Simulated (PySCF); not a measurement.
A structure optimised at PBE-D3(BJ)/def2-SVP, used in a PySCF frequency run:

```
Si
F 1 1.6338
Cl 1 2.0688 2 107.24
Se 1 2.2733 2 112.76 3 114.22
H 4 1.4869 1 91.54 2 70.62
Se 1 2.2777 2 103.04 3 -121.17
H 6 1.4855 1 90.93 2 -173.56
```
Charge 0, spin multiplicity 1.

Write its SMILES and formula.

F[Si](Cl)([SeH])[SeH], ClFH₂Se₂Si

What are its rotational constants (standard atomic weights)?

1.3726, 0.73997, 0.58618 GHz
